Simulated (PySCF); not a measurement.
Atoms are numbered as in `[CH3:1][O:2][C@@:3]1([O:4][SiH2:5][OH:6])[CH2:7][C@H:8]1[F:9]`. Hydrogens are named by the atom that carries them. Ha(C7) is cis to F9 on the ring; Ha(Si5) is pro-R; Hb(Si5) is pro-S; Hb(C7) is trans to F9 on the ring.

PySCF calculation with NMR shieldings at PBE0/pcSseg-1/GIAO and coordinates at the GFN2-xTB level; relativity neglected, fast rotation and ring inversion assumed for equivalent nuclei, no solvent model, one computed conformer.

Question: List the cross peaks expected in HSQC, COSY and HMBC spectra.

Answer: 

HSQC (one-bond C–H):
| δH | δC |
| --- | --- |
| 4.65 (H(C8)) | 80.4 (C8) |
| 3.82 (H(C1)) | 56.4 (C1) |
| 1.38 (Ha(C7)) | 24.0 (C7) |
| 1.11 (Hb(C7)) | 24.0 (C7) |

COSY cross peaks (H two or three bonds apart, from the bond graph; peaks can be absent where the dihedral angle is near 90°):
| δH | δH |
| --- | --- |
| 5.13 (Hb(Si5)) | 4.93 (Ha(Si5)) |
| 4.65 (H(C8)) | 1.38 (Ha(C7)) |
| 4.65 (H(C8)) | 1.11 (Hb(C7)) |
| 1.38 (Ha(C7)) | 1.11 (Hb(C7)) |

HMBC (two and three bonds, from the bond graph):
| δH | δC |
| --- | --- |
| 5.13 (Hb(Si5)) | 86.4 (C3) |
| 4.93 (Ha(Si5)) | 86.4 (C3) |
| 4.65 (H(C8)) | 86.4 (C3), 24.0 (C7) |
| 3.82 (H(C1)) | 86.4 (C3) |
| 1.38 (Ha(C7)) | 86.4 (C3), 80.4 (C8) |
| 1.11 (Hb(C7)) | 86.4 (C3), 80.4 (C8) |

References, each an isolated molecule treated in the same way: 1H (31.72 ppm) and 13C (186.93 ppm) vs TMS.

Short H···H contacts in this conformer between protons four or more bonds apart (candidates for NOE cross peaks, intensity ∝ r⁻⁶): H(C1)···Ha(Si5) 2.74 Å.

OH and NH positions are those of a molecule without intermolecular hydrogen bonds; in solution they move with solvent, concentration and temperature, and exchange usually removes their couplings. Shifts are as computed. Against solution values, carbons near 30 ppm lie about +3 ppm off and those near 130 ppm about +5 ppm. Of 1309 compounds with measured shifts, 239 miss one by over three times the rms of a fit or turn the order of signals round; such compounds aren't used in these exercises.
